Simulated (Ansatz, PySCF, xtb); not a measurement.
Dissociation curve of SLi (cation, charge +1), lowest singlet found (which spin is the ground state isn't settled by this scan).

- GFN1-xTB (xtb)
- RKS-B3LYP/6-31G* = restricted B3LYP/6-31G*, spherical d (PySCF)
- RHF/aug-cc-pVDZ (Ansatz, a quantum-chemistry and plane-wave program)

Total energies in hartree (comparable only within one method and basis):

```
R / Å  GFN1-xTB  RKS-B3LYP/6-31G*         RHF
-----  --------  ----------------  ----------
1.67   -3.37726        -405.24871  -404.56852
1.83   -3.42092        -405.30100  -404.62306
1.92   -3.43288        -405.31931  -404.64214
2.02   -3.44046        -405.33340  -404.65678
2.14   -3.44494        -405.34411  -404.66790
2.22   -3.44625        -405.34855  -404.67255
2.26   -3.44656        -405.35016  -404.67424
2.33   -3.44670        -405.35217  -404.67640
2.40   -3.44645        -405.35335  -404.67772
2.51   -3.44546        -405.35395  -404.67853
2.65   -3.44345        -405.35324  -404.67804
2.78   -3.44101        -405.35169  -404.67667
2.96   -3.43716        -405.34885  -404.67408
3.13   -3.43349        -405.34594  -404.67141
3.39   -3.42832        -405.34167  -404.66753
3.75   -3.42211        -405.33675  -404.66316
4.12   -3.41659        -405.33305  -404.65992
4.60   -3.41077        -405.32991  -404.65715
5.08   -3.40657        -405.32801  -404.65545
5.88   -3.40281        -405.32631  -404.65388
6.73          —        -405.32539  -404.65302
7.98          —        -405.32475  -404.65240
```

A dash means that the run gave no value there, or that the column was ended at a point which the program doubted or which failed a test of continuity chosen for this set; such a test can also cut sound points.

The restricted form behind RKS-B3LYP/6-31G*, RHF keeps the bonding electrons paired and can't separate into open-shell fragments.
